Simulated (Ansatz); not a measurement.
Geometry optimisation, RHF/def2-SVP (Ansatz).

Input:

```yaml
crystal:
  periodic: [false, false, false]
  atoms:
    - { symbol: Ti, position_ang: [0.0, 0.0, 0.0] }
    - { symbol: O, position_ang: [0.0, 0.0, 2.27] }
    - { symbol: Si, position_ang: [-1.3147, -0.4067, 3.2336] }
    - { symbol: H, position_ang: [-2.239, -1.2403, 2.4704] }
    - { symbol: H, position_ang: [-0.8506, -1.1432, 4.4057] }
    - { symbol: H, position_ang: [-1.9987, 0.8095, 3.6633] }
    - { symbol: F, position_ang: [1.7257, 0.0, -0.6094] }
    - { symbol: F, position_ang: [-0.8619, 1.4933, -0.6094] }
    - { symbol: F, position_ang: [-0.8619, -1.4933, -0.6094] }
    - { symbol: F, position_ang: [1.1117, -1.6882, 0.6716] }
    - { symbol: H, position_ang: [0.7287, -1.1066, 1.7956] }
basis:
  gaussian: { orbitals: def2-SVP }
hamiltonian:
  xc: hf
relax:
  f_tol: 0.15
  max_steps: 25
  restrain:
    - { distance: [0, 9], at: 1.83, k: 30.0 }
    - { distance: [10, 1], at: 1.01, k: 30.0 }
    - { distance: [0, 1], at: 3.12, k: 30.0 }
    - { distance: [10, 9], at: 2.12, k: 30.0 }
output:
  orbitals: {}
```

Launched with:

```bash
$ ansatz run input.yaml --threads 4 --pin off --max-ram 5120MiB --backend cpu --events-out ev --progress --plain --runs-dir out
```

Task: Where does it end, and by what steps?

Result: It converged. The restraints hold the end off the free minimum; the threshold counts their pulls, which the force column leaves out. Restrained pairs: Ti1–F10 (2.13 → 1.79 Å), O2–H11 (1.41 → 0.97 Å), Ti1–O2 (2.27 → 3.11 Å), F10–H11 (1.32 → 2.13 Å). After 20 steps the energy has fallen by 4.101 eV (the restraints' own energy left out); F9 moved furthest, 2.11 Å.

```tsv
step	energy less start (eV)	largest force component (eV/Å)	accepted
0	0.0000	4.494	yes
1	-0.4159	4.864	yes
2	-1.0862	3.585	yes
3	-1.8760	2.179	yes
4	-2.7371	1.904	yes
5	-3.3556	1.275	yes
6	-3.6962	1.363	yes
7	-3.8620	1.173	yes
8	-3.8715	1.370	yes
9	-3.8999	1.113	yes
10	-3.9220	1.080	yes
11	-3.9456	1.081	yes
12	-3.9699	1.078	yes
13	-4.0025	1.104	yes
14	-4.0598	1.079	yes
15	-4.0861	1.099	yes
16	-4.0799	1.270	no
17	-4.0928	1.143	yes
18	-4.0966	1.176	yes
19	-4.0976	1.192	yes
20	-4.1012	1.182	yes
```

```xyz
11
Properties=species:S:1:pos:R:3
Ti 0.199 -0.473 -0.618
O 0.034 -0.409 2.485
Si -1.223 -0.199 3.559
H -2.377 -1.050 3.180
H -0.804 -0.563 4.934
H -1.593 1.226 3.502
F 1.260 0.856 -0.401
F -1.439 -0.041 -0.327
F 0.296 -0.912 -2.273
F 0.702 -1.911 0.314
H 0.386 -1.298 2.325
```

Run time: 40 s on 4 threads of Arm Neoverse V2, on a shared host, peak memory 0.28 GiB.
